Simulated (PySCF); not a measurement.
Record of a relaxation.

3-cyanothiophene, C₅H₃NS.
Bonds: N1–C2 (triple), C2–C3, C3–C4 (aromatic), C4–C5 (aromatic), C5–S6 (aromatic), S6–C7 (aromatic), C3–C7 (aromatic). Hydrogens: H8 on C4; H9 on C5; H10 on C7.

Computed by this run: PBE0-D3(BJ)/def2-SVP geometry optimisation, gas phase in PySCF 2.14.0; density fitting, grid level 2; the optimiser is geomeTRIC in internal coordinates, started from a GFN2-xTB structure. The frame can shift and turn from step to step; on so coarse a grid that alone can change the energy by a few meV, and forces under 0.02 eV/Å are noise.

Step 0: E = -17538.3823 eV, largest atomic force 1.740 eV/Å
```
atom  x, y, z in Å  |  force x, y, z in eV/Å
N1     -3.105   -0.491    0.071   -1.698  -0.378   0.053
C2     -1.987   -0.239    0.037    0.860   0.237  -0.034
C3     -0.612    0.054   -0.005    0.372  -0.027  -0.001
C4      0.411   -0.932    0.107   -0.178   0.074  -0.007
C5      1.648   -0.389    0.036    0.204   0.542  -0.067
S6      1.605    1.321   -0.167   -0.217  -0.201   0.023
C7     -0.104    1.317   -0.158    0.513   0.135  -0.018
H8      0.209   -1.980    0.232   -0.072  -0.557   0.068
H9      2.595   -0.888    0.090    0.582  -0.353   0.040
H10    -0.651    2.233   -0.266   -0.366   0.526  -0.059
```

Step 1: E = -17538.4284 eV, largest atomic force 0.096 eV/Å
```
atom  x, y, z in Å  |  force x, y, z in eV/Å
N1     -3.078   -0.528    0.055   -0.027   0.004  -0.001
C2     -1.946   -0.279    0.021    0.016  -0.017   0.002
C3     -0.551    0.012   -0.020   -0.029   0.019  -0.002
C4      0.478   -0.975    0.093   -0.005  -0.095   0.011
C5      1.725   -0.424    0.022    0.032  -0.026   0.002
S6      1.659    1.280   -0.182    0.033   0.034  -0.004
C7     -0.046    1.287   -0.174   -0.028   0.039  -0.005
H8      0.282   -2.041    0.221    0.007   0.040  -0.004
H9      2.687   -0.936    0.078   -0.036   0.038  -0.004
H10    -0.611    2.212   -0.282    0.037  -0.037   0.004
```

Step 2: E = -17538.4285 eV, largest atomic force 0.068 eV/Å
```
atom  x, y, z in Å  |  force x, y, z in eV/Å
N1     -3.080   -0.525    0.055   -0.003   0.005  -0.001
C2     -1.947   -0.280    0.021    0.006  -0.005   0.001
C3     -0.552    0.010   -0.020   -0.004   0.018  -0.002
C4      0.477   -0.978    0.094    0.020   0.052  -0.006
C5      1.723   -0.423    0.021    0.040  -0.055   0.007
S6      1.660    1.282   -0.182   -0.026  -0.035   0.004
C7     -0.045    1.285   -0.174   -0.041   0.011  -0.001
H8      0.283   -2.043    0.222    0.003   0.004   0.000
H9      2.685   -0.931    0.078    0.007   0.001   0.000
H10    -0.608    2.210   -0.282   -0.002   0.003   0.000
```

Step 3: E = -17538.4287 eV, largest atomic force 0.024 eV/Å
```
atom  x, y, z in Å  |  force x, y, z in eV/Å
N1     -3.081   -0.525    0.055    0.004   0.006  -0.001
C2     -1.948   -0.280    0.021    0.003  -0.011   0.001
C3     -0.552    0.011   -0.020    0.013   0.006  -0.001
C4      0.478   -0.977    0.094    0.002   0.016  -0.002
C5      1.725   -0.424    0.022   -0.024  -0.002   0.001
S6      1.659    1.281   -0.182   -0.003   0.001  -0.001
C7     -0.046    1.285   -0.174    0.000  -0.015   0.002
H8      0.284   -2.041    0.222   -0.002  -0.011   0.001
H9      2.687   -0.932    0.078    0.011  -0.003   0.001
H10    -0.609    2.210   -0.282   -0.005   0.012  -0.001
```

Step 4: E = -17538.4287 eV, largest atomic force under 0.02 eV/Å
```
atom  x, y, z in Å  |  force x, y, z in eV/Å
N1     -3.080   -0.526    0.055   -0.001   0.003  -0.001
C2     -1.947   -0.280    0.021   -0.003  -0.002   0.000
C3     -0.552    0.011   -0.020   -0.009  -0.004   0.001
C4      0.478   -0.977    0.094    0.002   0.004   0.000
C5      1.725   -0.424    0.022    0.003  -0.002   0.000
S6      1.659    1.280   -0.182    0.007   0.005   0.000
C7     -0.046    1.286   -0.174    0.001  -0.007   0.000
H8      0.283   -2.042    0.222   -0.001   0.002   0.000
H9      2.687   -0.932    0.078   -0.001   0.003   0.000
H10    -0.609    2.212   -0.282    0.002  -0.002   0.000
```

Question: Summarise the path.

Answer: The energy falls by 4.47 kJ/mol from step 0 to step 4; nine tenths of that is first reached at step 1. It falls at every step. The largest force goes from 1.740 to under 0.02 eV/Å. Among the bonds C2–C3 changes most, from 1.407 to 1.426 Å; the atoms move by 0.021 Å rms after alignment.

Question: Follow the three bonds and two angles with the largest change from start to end.

Answer: 
```json
{"step": "0", "E above end (kJ/mol)": "4.47", "largest force (eV/Å)": "1.740", "C2–C3 (Å)": "1.407", "C5–H9 (Å)": "1.072", "C7–H10 (Å)": "1.072", "C5–S6–C7 (°)": "91.2", "S6–C7–H10 (°)": "120.4"}
{"step": "1", "E above end (kJ/mol)": "0.02", "largest force (eV/Å)": "0.096", "C2–C3 (Å)": "1.425", "C5–H9 (Å)": "1.090", "C7–H10 (Å)": "1.090", "C5–S6–C7 (°)": "92.4", "S6–C7–H10 (°)": "121.4"}
{"step": "2", "E above end (kJ/mol)": "0.02", "largest force (eV/Å)": "0.068", "C2–C3 (Å)": "1.426", "C5–H9 (Å)": "1.089", "C7–H10 (Å)": "1.089", "C5–S6–C7 (°)": "92.2", "S6–C7–H10 (°)": "121.3"}
{"step": "3", "E above end (kJ/mol)": "0.00", "largest force (eV/Å)": "0.024", "C2–C3 (Å)": "1.426", "C5–H9 (Å)": "1.089", "C7–H10 (Å)": "1.088", "C5–S6–C7 (°)": "92.3", "S6–C7–H10 (°)": "121.3"}
{"step": "4", "E above end (kJ/mol)": "0.00", "largest force (eV/Å)": "under 0.02", "C2–C3 (Å)": "1.426", "C5–H9 (Å)": "1.089", "C7–H10 (Å)": "1.089", "C5–S6–C7 (°)": "92.4", "S6–C7–H10 (°)": "121.3"}
```

The cost below is that of the whole optimisation. Time: 37 s of wall time; peak memory 0.61 GiB. Hardware: Intel Xeon Platinum 8259CL at 2.50 GHz, one thread, no GPU (shared host).
